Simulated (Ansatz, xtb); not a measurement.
**Relative energy of two structures of GaGeH4Si**

We compare X, a doublet given by its coordinates, with Y, a doublet given by its coordinates. Both are isolated molecules in the gas phase, relaxed with PBE0-D3(BJ)/def2-SVP.

X (Å):

```tsv
atom	x (Å)	y (Å)	z (Å)
Ga	-0.0817	-1.6525	0.1945
Ge	1.1066	0.8995	-0.1175
Si	2.2661	-0.9191	1.0754
H	3.4634	-1.5720	0.4616
H	2.4493	-0.8435	2.5578
H	0.6740	-0.3018	-1.1776
H	-0.2317	0.3489	0.6948
```

Close contacts (Å): Ga1–Ge2 2.83, Ga1–Si3 2.61, Ge2–Si3 2.46, Ga1–H6 2.07, Ga1–H7 2.07, Ge2–H6 1.66, Ge2–H7 1.66, Si3–H4 1.50, Si3–H5 1.50.

Y (Å):

| atom | x (Å) | y (Å) | z (Å) |
| --- | --- | --- | --- |
| Ga | -0.1993 | 0.2963 | 0.0099 |
| Ge | 1.7132 | 0.3795 | -1.3617 |
| Si | 2.2677 | -1.0161 | 0.6367 |
| H | 2.6501 | -2.3973 | 0.2010 |
| H | 1.2001 | -1.2355 | 1.6953 |
| H | 3.4122 | -0.4022 | 1.3830 |
| H | -1.3940 | 0.1466 | 1.0317 |

Close contacts (Å): Ga1–Ge2 2.36, Ga1–Si3 2.86, Ge2–Si3 2.50, Ga1–H7 1.58, Si3–H4 1.50, Si3–H5 1.52, Si3–H6 1.50.

Task: Estimate which is lower in electronic energy at CCSD(T)/def2-SVP + ΔMP2/def2-TZVPP, and by roughly how much.

Result: The CCSD(T)/def2-SVP + ΔMP2/def2-TZVPP calculation puts structure Y lower, by 6.2 kcal/mol.

Level by level:

```tsv
level	geometry	E(Y) − E(X) (kcal/mol)	departure from the last row (kcal/mol)	job, with rough time for the two
PBE0-D3(BJ)/def2-SVP	PBE0-D3(BJ)/def2-SVP	−4.5	+1.7	optimisation, 2.2 min
HF/def2-SVP	PBE0-D3(BJ)/def2-SVP	−10.8	−4.7	part of the CCSD(T) run
MP2/def2-SVP	PBE0-D3(BJ)/def2-SVP	−11.0	−4.8	part of the CCSD(T) run
CCSD(T)/def2-SVP	PBE0-D3(BJ)/def2-SVP	−7.3	−1.1	single point
CCSD(T)/def2-SVP + ΔMP2/def2-TZVPP	PBE0-D3(BJ)/def2-SVP	−6.2		single point, 60 s
```

The levels shown agree on the order. The largest departure from CCSD(T)/def2-SVP + ΔMP2/def2-TZVPP is that of MP2/def2-SVP, 4.8 kcal/mol. Levels run at GFN2-xTB geometries aren't shown. The last row adds to CCSD(T) the change of the MP2 difference between the two basis sets, here +1.1 kcal/mol.

With harmonic frequencies from PBE0-D3(BJ)/def2-SVP (ideal gas, rigid rotor, one conformer each, 298.15 K, 1 atm): the zero-point term adds +0.5 kcal/mol; ΔH is −5.4 and ΔG −5.9 kcal/mol.

Open shells are spin-unrestricted. The correlated steps freeze 23 core orbitals; the filled d shell of Ga and Ge is correlated, in a basis made for valence electrons. Programs: Ansatz 0.2.0; the last row on 2 threads of Arm Neoverse V2 on a shared host.
